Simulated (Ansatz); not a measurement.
`C[OH+][BH-](C)C`. Total charge 0; spin multiplicity 1. The structure was optimised at the PBE0-D4/def2-TZVP level. It is one conformer, not always the lowest.

```xyz
16

C     1.039   -1.004   -1.564
O     1.056   -0.028   -0.520
B    -0.156   -0.137    0.676
C     0.242    1.051    1.666
C    -1.555    0.021   -0.087
H     1.941   -0.899   -2.168
H     1.030   -1.971   -1.068
H     0.145   -0.902   -2.181
H     1.022    0.862   -0.891
H     0.076   -1.256    1.088
H    -0.438    1.047    2.524
H     0.145    2.049    1.213
H     1.256    0.963    2.068
H    -2.359   -0.002    0.657
H    -1.660    0.982   -0.611
H    -1.786   -0.776   -0.802
```

Question: What is the dipole moment at PBE/def2-TZVPP? (An estimate is asked.)

Answer: The calculation gave: 4.01 D, with components (1.81, 0.17, -3.58) D in this frame, pointing from negative to positive charge.

Question: And with r2SCAN, B3LYP, ωB97M-V? (Best estimate.)

Answer: Ansatz gave: r2SCAN 4.07 D, B3LYP 4.11 D, ωB97M-V 4.14 D.

Question: Give the Mulliken charges with PBE, ωB97M-V, B3LYP in def2-TZVPP. (Estimate.)

Answer: Computed: 
```csv
atom,PBE,ωB97M-V,B3LYP
C1,-0.17,-0.21,-0.16
O2,-0.05,-0.09,-0.12
B3,-0.01,-0.11,0.04
C4,-0.37,-0.41,-0.36
C5,-0.36,-0.41,-0.35
H6,0.13,0.14,0.13
H7,0.12,0.14,0.13
H8,0.12,0.14,0.13
H9,0.19,0.18,0.19
H10,-0.04,0.04,-0.04
H11,0.09,0.10,0.08
H12,0.05,0.08,0.05
H13,0.09,0.11,0.08
H14,0.09,0.10,0.08
H15,0.06,0.09,0.06
H16,0.07,0.09,0.07
```

B3LYP here is the variant with VWN-RPA as its local correlation; programs differ in this.
